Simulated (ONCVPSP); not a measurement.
**What one change does to a pseudopotential (Sn (Z = 50), ONCV)**

```json
{
  "Element": "Sn (Z = 50)",
  "Generator": "ONCVPSP 4.0.1",
  "Type": "optimised norm-conserving Vanderbilt (ONCV)",
  "Functional": "LDA (Perdew-Zunger)",
  "Relativity": "non-relativistic",
  "Frozen core": "[Ar] 3d10",
  "Valence charge": "22",
  "Reference configuration": "4s2 4p6 4d10 5s2 5p2",
  "Partial waves": "4s+5s: rc 1.65 bohr, ncon 3, nbas 8, qcut 9.2 1/bohr, 2 projectors; 4p+5p: rc 1.20 bohr, ncon 5, nbas 9, qcut 12 1/bohr, 2 projectors; 4d: rc 1.15 bohr, ncon 4, nbas 7, qcut 8 1/bohr, local; f scattering state at 0.08 Ha: rc 1.45 bohr, ncon 4, nbas 7, qcut 6.8 1/bohr, 1 projector",
  "Local potential": "the d channel",
  "Core correction": "none"
}
```

Change: all radii scaled by about 1.33 (s 2.20, p 1.60, d 1.52, f 1.92 bohr).

Cutoffs: the cutoffs (Ha) at which the residual kinetic energy of the hardest occupied pseudo-wave falls to 1 and 0.1 mHa per electron; they do not see the model core or the augmentation charge, which bear on the density cutoff. Errors are all-electron minus pseudo energies relative to the spin-unpolarised reference configuration.

Q: What does the change do?

A: The potential gets softer (101 Ha and 129 Ha → 39 Ha and 69 Ha); the bound ghost in p disappears; of the 3 tests that both files solve, the error grows in 1 and shrinks in 0 by more than 15 % and 0.3 meV (median size 0.2 → 0.1 meV). A larger radius leaves more room for a smooth pseudo-wave, so fewer plane waves are needed.

| quantity | base | changed |
| --- | --- | --- |
| cutoff, loose | 101 Ha | 39 Ha |
| cutoff, tight | 129 Ha | 69 Ha |
| loose cutoff by channel | s 24 Ha, p 55 Ha, d 101 Ha | s 12 Ha, p 39 Ha, d 32 Ha |
| bound ghosts | p | none |
| GHOST(+) flags under 300 eV | s at 220.5 eV | none |
| tests with a reliable result | 3 of 4 | 3 of 4 |
| error for 4s2 4p6 4d10 5s2 5p1, meV [ΔE 7.15 eV] | 0.0 | +0.1 |
| error for 4s2 4p6 4d10 5s2 5p0, meV [ΔE 21.41 eV] | +0.2 | -0.1 |
| error for 4s2 4p6 4d10 5s1 5p0, meV [ΔE 51.63 eV] | -1.4 | -5.3 |

 A true bound ghost makes a file unfit for plane-wave use even where its test errors are small: the radial tests pick states by their node count and pass the ghost by.
